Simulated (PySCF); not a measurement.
**XPS shifts beside NMR shieldings**

Species: C5H9B2N.
Z-matrix (Å and degrees, PBE0-D3(BJ)/def2-SVP geometry), rows numbered from 1:
```
B 
C   1  1.5525
B   2  1.5742  1  103.76
N   3  1.4300  2  122.29  1   -84.45
C   4  1.3909  3  127.83  2     0.72
C   5  1.3649  4  108.94  3  -179.94
C   6  1.4361  5  107.33  4     0.32
C   7  1.3643  6  107.14  5    -0.30
H   1  1.2103  2  120.94  3   -82.18
H   1  1.2106  2  120.61  3    94.45
H   2  1.1006  1  111.44  3   114.65
H   2  1.1006  1  112.30  3  -118.99
H   3  1.2076  2  121.77  1    93.66
H   5  1.0870  4  120.68  3     0.77
H   6  1.0885  5  125.94  4  -179.69
H   7  1.0883  6  126.77  5   179.85
H   8  1.0874  4  119.91  3    -0.25
```

Binding energies: PySCF 2.14.0, delta-SCF UKS SCAN, pcX-2 on the ionised atom, pcseg-1 elsewhere, spin-free X2C. Shieldings: GIAO CAM-B3LYP/pcSseg-1, non-relativistic, same geometry.

```csv
atom,C 1s (eV)
C2,289.91
C5,290.74
C6,290.11
```

Problem. What are the absolute isotropic shieldings of these atoms?

Solution. 
```csv
atom,environment,C 1s (eV),isotropic shielding (ppm)
C2,sp3 carbon bound to boron,289.91,139.0
C6,aromatic CH carbon,290.11,57.2
C5,aromatic CH next to a ring nitrogen,290.74,50.3
```

Problem. Among the listed atoms, is the one with the highest binding energy also the least shielded?

Solution. Yes: C5 has both (290.74 eV, 50.3 ppm).

By binding energy: C2 < C6 < C5. By shielding: C5 < C6 < C2.

Of atoms equivalent by bonding only the ionised one is listed; its partners' own values can differ in this conformer. Geometry: PBE0-D3(BJ)/def2-SVP, one conformer, isolated molecule.
